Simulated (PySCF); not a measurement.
Ti(Cl)4(NH3) (Cl4H3NTi), SMILES [NH3]->[Ti]([Cl])([Cl])([Cl])[Cl], multiplicity 1. Geometry optimised at ωB97X-D3(BJ)/def2-SVP. The spin state was assumed, not searched.

Problem. Give the equilibrium geometry at ωB97X-D3(BJ)/def2-SVP (PySCF confirms it by a frequency run) as bond lengths and angles, and its point group. (Estimate from the structure and the level; the computed values follow.)

Solution. point group C3v.
Atoms: Ti1 Cl2 Cl3 Cl4 Cl5 N6 H7 H8 H9. Bonded distances (Å): Ti1–Cl2 2.196, Ti1–Cl3 2.174, Ti1–Cl4 2.196, Ti1–Cl5 2.196, Ti1–N6 2.266, N6–H7 1.021, N6–H8 1.021, N6–H9 1.021. Angles (°): Cl2–Ti1–Cl3 98.1, Cl2–Ti1–Cl4 118.0, Cl2–Ti1–Cl5 118.0, Cl2–Ti1–N6 81.9, Cl3–Ti1–Cl4 98.1, Cl3–Ti1–Cl5 98.1, Cl3–Ti1–N6 180.0, Cl4–Ti1–Cl5 118.0, Cl4–Ti1–N6 81.9, Cl5–Ti1–N6 81.9, Ti1–N6–H7 110.6, Ti1–N6–H8 110.6, Ti1–N6–H9 110.6, H7–N6–H8 108.3, H7–N6–H9 108.3, H8–N6–H9 108.3.
Charge 0, spin multiplicity 1.
